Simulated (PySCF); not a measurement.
## Frontier orbitals and the lowest excitations

Compound: C₈H₁₀Si.
Structure used (PBE0-D3(BJ)/def2-SVP), in Å, numbered top down from 1:
```xyz
19
C8H10Si angstrom
C     -1.2454   -1.6548   -1.4669
C     -1.5665   -0.5345   -0.8061
C     -0.6503    0.4424   -0.2056
C     -1.0002    1.7556   -0.1648
Si     0.5027    2.7624    0.2795
C      1.5396    1.2273    0.4729
C      0.7514    0.1382    0.2704
C      1.2465   -1.1938    0.6381
C      0.5315   -2.2387    1.0761
H     -2.0229   -2.2546   -1.9466
H     -0.2145   -2.0009   -1.5646
H     -2.6196   -0.2311   -0.7817
H     -1.9817    2.0810   -0.5181
H      0.9135    3.6955   -0.8161
H      0.4084    3.5576    1.5436
H      2.5602    1.1134    0.8465
H      2.3396   -1.2776    0.6383
H     -0.5582   -2.2180    1.1370
H      1.0332   -3.1529    1.4032
```

Level of theory: TDDFT wB97X-D/def2-SVPD, vertical, gas phase, core orbitals frozen in the response (PySCF).

Frontier orbitals with the atoms that hold most of them (Löwdin shares over 4%, at most four atoms; ? is withheld):

```
orbital  ε (eV)                           atoms
 HOMO-3  -10.88  C4 23%, C6 23%, Si5 22%, C3 5%
 HOMO-2  -10.55  C2 15%, C8 15%, C1 13%, C9 13%
 HOMO-1   -8.84  C9 16%, C1 16%, C8 14%, C2 14%
   HOMO   -8.24                               ?
   LUMO       ?                               ?
 LUMO+1    0.85  C1 14%, C9 14%, C8 12%, C2 12%
 LUMO+2    2.28   Si5 35%, C6 7%, C4 7%, H14 6%
```

Question: Give the leading atoms of the HOMO.

Answer: C4 (bonded to C, Si and H) 21%; C6 (bonded to C, Si and H) 21%; C3 (bonded to 3 C) 12%; C7 (bonded to 3 C) 12%.

Question: Give the leading atoms of the LUMO.

Answer: C6 (bonded to C, Si and H) 16%; C4 (bonded to C, Si and H) 16%; C7 (bonded to 3 C) 14%; C3 (bonded to 3 C) 14%.

Question: What is the LUMO energy, and the HOMO–LUMO gap?

Answer: ε(LUMO) = -0.09 eV; the gap is 8.14 eV (0.2993 hartree).

Question: How does S1 compare with the orbital gap of 8.14 eV?

Answer: S1 is at 4.11 eV (f = 0.019), 4.03 eV below the gap, made of HOMO→LUMO (97%). Without the coupling terms of the response equations the lowest excitation would equal the gap.

Question: One configuration dominates each of S1, S2 and S4. Which, and how do the shares of the two leading atoms of either orbital change from the occupied to the empty one?

Answer: 
- S1 (4.11 eV, f 0.019), HOMO→LUMO (97%): C4 21% → 16%, C6 21% → 16%
- S2 (4.83 eV, f 0.058), HOMO-1→LUMO (75%): C9 16% → at most 14%, C1 16% → at most 14%, C6 at most 14% → 16%, C4 at most 14% → 16%
- S4 (5.65 eV, f 0.054), HOMO-1→LUMO+1 (96%): C9 16% → 14%, C1 16% → 14%

Löwdin shares depend on the basis, the more so with diffuse functions.

One conformer stands for the species.
